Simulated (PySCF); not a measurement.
C3H5BO2, SMILES C1B(O)C(=C)O1.

Geometry: PBE0-D3(BJ)/def2-SVP. This is a generated structure with no PubChem entry under its InChIKey; it may be hypothetical. The values are those of a single conformer.

Two levels are set side by side: TDA-PBE/def2-SVPD (PySCF) and TDA-CAM-B3LYP/def2-SVPD (PySCF). Vertical, same geometry. The lowest singlet is HOMO→LUMO 86 % with PBE and HOMO→LUMO 93 % with the other functional; states are paired by order. Differences are taken from unrounded values.

```json
[
 {"quantity": "lowest singlet excitation (eV)", "TDA-CAM-B3LYP": "5.27"},
 {"quantity": "lowest triplet excitation (TDA) (eV)", "TDA-CAM-B3LYP": "3.11"},
 {"quantity": "first bright state (f over 0.05) (eV)", "TDA-CAM-B3LYP": "5.27"},
 {"quantity": "its oscillator strength", "TDA-CAM-B3LYP": "0.21"}
]
```

Problem. What does TDA-PBE give, and how far is it from TDA-CAM-B3LYP? (Estimate from the structure and the level; the computed values follow.)

Solution. 
| quantity | TDA-PBE | TDA-PBE minus TDA-CAM-B3LYP |
|---|---|---|
| lowest singlet excitation (eV) | 4.53 | -0.74 |
| lowest triplet excitation (TDA) (eV) | 2.85 | -0.26 |
| first bright state (f over 0.05) (eV) | 4.53 | -0.74 |
| its oscillator strength | 0.12 | -0.09 |

Functionals without exact exchange tend to place singlet excitations lower, as here. Differences between two approximate levels are no errors against the true value.

Rough cost on one machine, each run with all the roots and properties that it gave: TDA-CAM-B3LYP against TDA-PBE about 3 times.
